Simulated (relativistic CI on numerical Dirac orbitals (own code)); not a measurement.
What each ingredient does to the levels of Ir33+

Base calculation: Dirac-Coulomb-Breit CI, KLI orbitals optimised for each configuration, a model potential for QED, unscaled Slater integrals.

Configuration list (outside the closed core [Ar] 3d10): 4s²4p⁶4d⁸, 4s²4p⁵4d⁹, 4s²4p⁶4d⁷4f, 4s4p⁶4d⁹, 4s²4p⁵4d⁸4f, 4s4p⁶4d⁸4f, 4s²4p⁶4d⁷5s, 4s²4p⁶4d⁶4f5s, 4s²4p⁶4d⁷5p, 4s²4p⁵4d⁸5s, 4s²4p⁶4d⁷5f, 4s²4p⁶4d⁶5s5p, 4p⁶4d⁹4f, 4s4p⁶4d⁷4f5s, 4s²4p⁵4d⁸5d, 4s²4p⁶4d⁷6p, 4s4p⁶4d⁸5p, 4s²4p⁶4d⁷6f, 4p⁶4d⁹5p, 4s²4p⁵4d⁸5g, 4s²4p⁶4d⁷7p, 4s²4p⁵4d⁸6s, 4s²4p⁶4d⁷7f, 4p⁶4d¹⁰, 4p⁵4d¹⁰4f, 4p⁶4d⁹5s, 4p⁵4d¹⁰5s, 4p⁵4d⁹4f5s. Double excitations out of closed p, d and f shells are left out; levels of such configurations are missing from the list, as are those of other unlisted configurations, and high levels can miss mixing partners. These lack a partner that the ground configuration has and come out too high: 4s²4p⁵4d⁸5d, 4s²4p⁵4d⁸5g, 4s²4p⁵4d⁸6s.

Variants: (1) only the first configuration; (2) one mean potential for all configurations. Shifts of the energy above 4s²4p⁶4d⁸ ³F4, in cm⁻¹, for the lowest level and the first level of each name with at least 55 % of one term (blank where a level changes its place among those of its configuration and J or its character, or is not in the variant):

```tsv
Level	Base	Δ(1)	Δ(2)
4s²4p⁶4d⁸ ³F4	0	0	0
4s²4p⁶4d⁸ ³P0	101694	-5946	-25
4s²4p⁶4d⁸ ³F3	160625	-991	+20
4s²4p⁶4d⁸ ³P1	208989	-2333	+7
4s²4p⁶4d⁸ ¹G4	212696	+18	+6
4s²4p⁶4d⁸ ³F2	346977	-2005	+33
4s²4p⁶4d⁸ ¹S0	439310	-8197	+8
4s²4p⁵4d⁹ ³F°4	1599363		-467
4s²4p⁶4d⁷4f ⁵I°8	1727418		-1071
4s²4p⁵4d⁹ ³P°0	1795270		-603
4s²4p⁶4d⁷4f ⁵D°0	1858862		-1009
```

At this charge energies of transitions that change n are usually good to better than 1 %, and those within a shell (Δn = 0) to a few per cent. Terms inside the open d or f shell come out 10 to 20 % too wide with unscaled integrals.

Ionisation energy from the two ground configurations alone: base 1435.69 eV. The NIST ASD value (theoretical) is 1436 eV.

LS names give the leading component of a level, which can be under half, so a name can repeat, a term be missing and a line seem to break the LS rules.
